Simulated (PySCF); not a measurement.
I6Y2, SMILES [I]1[Y]2([I])([Y]1([I])([I])[I]2)[I] (connectivity only; charge and spin as stated), neutral, multiplicity 1.

Coordinates come from a B3LYP-D3(BJ)/def2-SVP optimisation. The multiplicity is an assumed one; other spin states were not compared. The def2 effective core potentials stand for the cores of I, Y; spin–orbit coupling is left out.

Two levels are set side by side: PBE/def2-SVP (PySCF) and CAM-B3LYP/def2-SVP (PySCF). Same geometry, gas phase. Differences are taken from unrounded values.

```tsv
quantity	CAM-B3LYP
orbital gap (eV)	6.59
highest occupied level (eV)	-8.95
lowest empty level (eV)	-2.36
mean polarisability (bohr³)	252.9
```

What does PBE give, and how far is it from CAM-B3LYP? (Estimate from the structure and the level; the computed values follow.)


```
quantity                       PBE  PBE minus CAM-B3LYP
---------------------------  -----  -------------------
orbital gap (eV)              2.72                -3.86
highest occupied level (eV)  -6.69                 2.26
lowest empty level (eV)      -3.96                -1.60
mean polarisability (bohr³)  277.5                 24.6
```

Without exact exchange PBE keeps part of each electron's self-repulsion, which lifts occupied levels and narrows the gap. PBE's more diffuse valence density responds more strongly to a field. Differences between two approximate levels are no errors against the true value.

Rough cost on one machine, each run with all the roots and properties that it gave: CAM-B3LYP against PBE within a factor of 2.
